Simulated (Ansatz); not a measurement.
A structure relaxed at r2SCAN-D4/def2-SVP in Ansatz, charge 1, doublet:

Cartesian coordinates in Å:
```
Mo -0.125 2.161 1.330
Mo 0.076 1.992 -0.816
Si 1.540 0.302 0.232
Si -1.383 -2.064 -0.244
Si -0.972 -0.036 0.733
Si 0.900 -1.914 0.380
Si -0.035 -0.441 -1.616
```

Task: Give its formula.

Result: the cluster Si5Mo2⁺.

Task: Summarise the bond lengths by kind (pairs closer than 1.2 times the sum of covalent radii, bridged metal pairs left out).

Result: 8 × Si–Si 2.29 to 2.65 Å; 5 × Mo–Si 2.43 to 2.76 Å; 1 × Mo–Mo 2.16 Å.

In the def2 sets Mo takes a core potential; there is no spin–orbit coupling. The charge 1 doublet is spin-contaminated (final ⟨S²⟩ up to 1.88, 0.75 for a pure state). The relaxation made no stability test and no search for a lower SCF solution. No other spin state of charge 1 was run. Another isomer (doublet) lies 0.64 eV lower at PBE0-D4/def2-TZVP; other spin states weren't run for this one.
